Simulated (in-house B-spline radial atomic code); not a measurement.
Settings and results of a run for the erbium ion Er⁸⁺ (an excited or competing configuration). Computed with an all-electron radial atomic-structure program (B-spline basis): scalar-relativistic (X2C) revTPSS, spin-polarised, spherical fractional occupations, Fermi nucleus of rms radius 5.2516 fm.

In the input, 3d5,1 would mean five up and one down electron.

Command:
```bash
python run_scf.py task.json out
```
Settings (nuclear radius in fm, mass in u):
```
Z                68
configuration    1s2 2s2 2p6 3s2 3p6 3d10 4s2 4p6 4d4,5 4f3,7 5s2 5p1,1 6s1,0
hamiltonian      x2c
method           revtpss,revtpss
spin_polarised   True
nucleus          fermi
rms_radius       5.2516
atomic_mass      165.9303
speed_of_light   137.035999084
```

Output (hartree, bohr):
```
 radial grid: 67 intervals, B-splines of order 8, outer radius 22.069 bohr

 iter        energy (Eh)    residual
    1      -13057.795315    1.11e-01
    2      -13057.798566    2.97e-03
    3      -13057.798662    8.31e-04
    4      -13057.798665    4.64e-04
    5      -13057.798665    7.29e-05
    6      -13057.798665    2.08e-05
    7      -13057.798665    1.04e-05
    8      -13057.798665    5.53e-07

 total energy                    -13057.79866
 kinetic                           14422.0240
 electron-nucleus                 -32004.9077
 Hartree                            4799.6646
 exchange-correlation               -274.5795

 orbital      occ     eigenvalue          <r>       <r^2>       <1/r>       r_max
 1s up      1.000     -2109.5331    0.0196122 0.000535014     83.9282     0.01197
 1s down    1.000     -2109.5311    0.0196123 0.000535015     83.9281     0.01197
 2s up      1.000      -359.0170    0.0857129  0.00874302     19.4597     0.07305
 2s down    1.000      -359.0382     0.085716  0.00874359     19.4586     0.07305
 2p up      3.000      -318.7870    0.0762373  0.00711301     16.8518     0.05905
 2p down    3.000      -318.8042    0.0762409  0.00711366     16.8511     0.05905
 3s up      1.000       -84.7527     0.224655   0.0578187     7.00794      0.2071
 3s down    1.000       -84.8232      0.22481   0.0579008     7.00211      0.2072
 3p up      3.000       -72.4417     0.223694   0.0581017     6.29859      0.2035
 3p down    3.000       -72.5192     0.223877   0.0581999     6.29325      0.2036
 3d up      5.000       -56.7358     0.203568   0.0486417     5.90411      0.1662
 3d down    5.000       -56.8116     0.203757   0.0487412     5.89987      0.1663
 4s up      1.000       -20.9515     0.506198    0.289284     2.90568      0.4735
 4s down    1.000       -21.1591     0.505874    0.288894     2.90897      0.4736
 4p up      3.000       -16.8672     0.535017    0.325504     2.60696      0.4939
 4p down    3.000       -17.0717     0.534435    0.324737     2.61085       0.494
 4d up      4.000       -11.3048     0.574973    0.382532     2.30274      0.5093
 4d down    5.000       -11.5067     0.573403    0.380205     2.30893      0.5093
 4f up      3.000        -5.1750     0.671843    0.550884     1.85073       0.493
 4f down    7.000        -5.3625     0.661875    0.531937     1.86915      0.4916
 5s up      1.000        -6.4246      1.13092     1.42592     1.20245       1.056
 5s down    1.000        -6.5059      1.11981     1.39748     1.21754        1.05
 5p up      1.000        -5.2644      1.25245      1.7538     1.05824       1.159
 5p down    1.000        -5.3227      1.23584     1.70648       1.075       1.151
 6s up      1.000        -3.0327      2.17983     5.26101    0.612964       2.149
```

Time taken, with all properties: 0.46 s on 1 thread of Arm Neoverse N1, with other jobs on the host.

One-electron X2C: radii and densities carry no picture-change correction, so inner-shell <1/r> comes out high (for 1s by about 2 % at Z = 33, 5 % at 54, 10 % at 75, 30 % at 118) and <r> low.
